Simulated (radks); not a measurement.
The numbers below are computed, except where a source is named.
Ionisation of neutral lead, [Hg] 6p2, to Pb+, [Hg] 6p1, under several functionals. Scalar-relativistic Kohn-Sham, spin-polarised, spherical densities, finite nucleus; open shells are filled with parallel spins first (spin-orbit coupling, left out, can overturn this in heavy ions); a radial shooting solver on a logarithmic mesh with Libxc functionals.

functional                                        E(Pb) (hartree)  Exc (hartree)  IE (eV)  -e(HOMO) (eV)  <r> HOMO (bohr)  IE error (eV)
PW91                                                  -20877.9822      -388.2393    7.049          3.989            3.323         -0.368
SOGGA                                                 -20869.8615      -380.1309    6.938          3.892            3.316         -0.479
exchange-only LDA                                     -20856.2963      -366.5074    6.381          3.394            3.421         -1.035
PBEsol                                                -20870.5020      -380.7747    7.028          3.966            3.308         -0.389
LDA (Slater exchange, Perdew-Zunger correlation)      -20864.8938      -375.1944    7.142          4.045            3.310         -0.275
HCTH/407                                              -20887.8004      -398.5130    7.020          3.973            3.256         -0.397
LDA (Slater exchange, Perdew-Wang correlation)        -20864.8862      -375.1869    7.156          4.058            3.308         -0.261
Wu-Cohen GGA                                          -20874.7493      -385.0049    7.035          3.969            3.307         -0.382
RPBE                                                  -20876.6572      -386.9225    6.926          3.897            3.334         -0.491

NIST Atomic Spectra Database: 7.417 eV (measured). Closest: LDA (Slater exchange, Perdew-Wang correlation). The Delta-SCF values span 0.77 eV, the total energies 31.50 hartree. The highest occupied level is 6p. Open shells are spherical and high-spin; term and fine-structure splittings are not resolved. Spin-orbit splitting is averaged out at the scalar-relativistic level.
